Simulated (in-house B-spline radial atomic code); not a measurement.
Inner levels of terbium as electrons are removed. A shift is the extra binding of the orbital against the neutral atom ([Xe] 4f9 6s2). The density at the nucleus is averaged over the nuclear charge. Computed with a radial B-spline atomic code at the basis-set limit: Dirac-Hartree-Fock, average of the configuration, finite nuclei.

| ion | configuration | shift of 2p3/2 (eV) | shift of 3d5/2 (eV) | shift of 2s1/2 (eV) | radius of 2p3/2 (bohr) | radius of 3d5/2 (bohr) | radius of 2s1/2 (bohr) | Σ<r²> (bohr²) | change of density at nucleus (bohr⁻³) |
| --- | --- | --- | --- | --- | --- | --- | --- | --- | --- |
| Tb35+ | [Ar] 3d10 4s2 | 1427.9 | 1359.34 | 1425.81 | 0.082689 | 0.21207 | 0.090684 | 1.5956 | 1580.82 |
| Tb36+ | [Ar] 3d10 4s1 | ? | ? | ? | ? | ? | ? | ? | ? |
| Tb37+ | [Ar] 3d10 | 1563.47 | 1483.24 | 1558.75 | 0.082648 | 0.21123 | 0.090672 | 1.0785 | -3322.25 |
| Tb38+ | [Ar] 3d9 | ? | ? | ? | ? | ? | ? | ? | ? |
| Tb39+ | [Ar] 3d8 | 1826.05 | 1698.85 | 1820.34 | 0.082489 | 0.20726 | 0.090542 | 0.94681 | -2697.85 |
| Tb40+ | [Ar] 3d7 | 1960.52 | 1808.99 | 1954.26 | 0.082405 | 0.20534 | 0.090472 | 0.88448 | -2373.54 |
| Tb41+ | [Ar] 3d6 | 2097.11 | 1920.68 | 2090.25 | 0.082318 | 0.20346 | 0.0904 | 0.82434 | -2041.11 |
| Tb42+ | [Ar] 3d5 | ? | ? | ? | ? | ? | ? | ? | ? |
| Tb43+ | [Ar] 3d4 | 2376.59 | 2148.7 | 2368.39 | 0.082134 | 0.19982 | 0.090248 | 0.71024 | -1351.87 |
| Tb44+ | [Ar] 3d3 | 2519.46 | 2265.02 | 2510.51 | 0.082038 | 0.19805 | 0.090167 | 0.6561 | -994.99 |

Task: Fill in the row of Tb36+.

Result: shift of 2p3/2 (eV): 1495.28; shift of 3d5/2 (eV): 1420.97; shift of 2s1/2 (eV): 1491.89; radius of 2p3/2 (bohr): 0.082669; radius of 3d5/2 (bohr): 0.21166; radius of 2s1/2 (bohr): 0.090679; Σ<r²> (bohr²): 1.334; change of density at nucleus (bohr⁻³): -832.24.

Task: Fill in the row of Tb38+.

Result: shift of 2p3/2 (eV): 1693.69; shift of 3d5/2 (eV): 1590.27; shift of 2s1/2 (eV): 1688.5; radius of 2p3/2 (bohr): 0.08257; radius of 3d5/2 (bohr): 0.20922; radius of 2s1/2 (bohr): 0.090608; Σ<r²> (bohr²): 1.0114; change of density at nucleus (bohr⁻³): -3014.09.

Task: Fill in the row of Tb42+.

Result: shift of 2p3/2 (eV): 2235.8; shift of 3d5/2 (eV): 2033.92; shift of 2s1/2 (eV): 2228.29; radius of 2p3/2 (bohr): 0.082228; radius of 3d5/2 (bohr): 0.20162; radius of 2s1/2 (bohr): 0.090325; Σ<r²> (bohr²): 0.76629; change of density at nucleus (bohr⁻³): -1700.56.
